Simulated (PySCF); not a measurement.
# Ionisation energy of Sm⁴²⁺ by level of theory

Sm⁴²⁺ [Ar] 3d2 (3F) → Sm⁴³⁺ [Ar] 3d1 (2D), as a difference of total energies. Computed with PySCF 2.14 in an uncontracted even-tempered set (16 s from 8.4 bohr⁻², ratio 2.5; 10 p from 11 bohr⁻², ratio 2.5; 7 d from 11 bohr⁻², ratio 2.5; 4 f from 38 bohr⁻², ratio 2.7; 3 g from 57 bohr⁻², ratio 2.7), with the non-relativistic Hamiltonian (point nucleus). Correlated levels: outer shells: [Ne] frozen; virtual orbitals above 40 to 60 times the deepest correlated orbital energy dropped. The calculations carry no spin-orbit coupling.

| method | ionisation energy (eV) |
| --- | --- |
| UHF | 3234.9 |
| LDA | 3233.6 |
| PBE | 3234.4 |
| PBE0 | 3234.9 |
| r2SCAN | 3236.7 |
| BLYP | 3234.9 |
| r2SCAN0 | 3236.6 |
| MP2 (outer shells) | 3234.1 |
| SCS-MP2 (outer shells) | 3234.1 |

Spin-orbit coupling is strong in these open shells (close to jj coupling). The scalar numbers leave it out and a first-order estimate fails, so it can dominate the gap to the real levels.

The gap to the reference is mostly relativistic.

For comparison: 3253 ± 4 eV (theoretical estimate listed by NIST; NIST Atomic Spectra Database, ionization energies).
